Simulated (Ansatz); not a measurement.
A run of Ansatz (development build ahead of 0.2.0) on singlet C₈H₈ at this shape:

| atom | x (Å) | y (Å) | z (Å) |
| --- | --- | --- | --- |
| C | -0.7175 | -0.7175 | -0.7175 |
| C | -0.7175 | -0.7175 | 0.7175 |
| C | -0.7175 | 0.7175 | -0.7175 |
| C | -0.7175 | 0.7175 | 0.7175 |
| C | 0.7175 | -0.7175 | -0.7175 |
| C | 0.7175 | -0.7175 | 0.7175 |
| C | 0.7175 | 0.7175 | -0.7175 |
| C | 0.7175 | 0.7175 | 0.7175 |
| H | -1.3008 | -1.3008 | -1.3008 |
| H | -1.3008 | -1.3008 | 1.3008 |
| H | -1.3008 | 1.3008 | -1.3008 |
| H | -1.3008 | 1.3008 | 1.3008 |
| H | 1.3008 | -1.3008 | -1.3008 |
| H | 1.3008 | -1.3008 | 1.3008 |
| H | 1.3008 | 1.3008 | -1.3008 |
| H | 1.3008 | 1.3008 | 1.3008 |

Its results:

- Converged: yes
- Total energy: -307.25119 hartree
- Spin squared of the determinant: 0.000

(1) Which input gives this output? Name the method, the orbitals and the basis set, and write the input.

Results:

(1) RHF in cc-pVDZ. An unrestricted run that stays on the closed shell gives the same numbers.

```yaml
crystal:
  periodic: [false, false, false]
  atoms:
    - { symbol: C, position_ang: [-0.71747, -0.71747, -0.71747] }
    - { symbol: C, position_ang: [-0.71747, -0.71747, 0.71747] }
    - { symbol: C, position_ang: [-0.71747, 0.71747, -0.71747] }
    - { symbol: C, position_ang: [-0.71747, 0.71747, 0.71747] }
    - { symbol: C, position_ang: [0.71747, -0.71747, -0.71747] }
    - { symbol: C, position_ang: [0.71747, -0.71747, 0.71747] }
    - { symbol: C, position_ang: [0.71747, 0.71747, -0.71747] }
    - { symbol: C, position_ang: [0.71747, 0.71747, 0.71747] }
    - { symbol: H, position_ang: [-1.30075, -1.30075, -1.30075] }
    - { symbol: H, position_ang: [-1.30075, -1.30075, 1.30075] }
    - { symbol: H, position_ang: [-1.30075, 1.30075, -1.30075] }
    - { symbol: H, position_ang: [-1.30075, 1.30075, 1.30075] }
    - { symbol: H, position_ang: [1.30075, -1.30075, -1.30075] }
    - { symbol: H, position_ang: [1.30075, -1.30075, 1.30075] }
    - { symbol: H, position_ang: [1.30075, 1.30075, -1.30075] }
    - { symbol: H, position_ang: [1.30075, 1.30075, 1.30075] }
basis:
  gaussian: { orbitals: cc-pVDZ }
hamiltonian:
  xc: hf
```

Caution: no unrestricted run beside it, a lower state can exist.
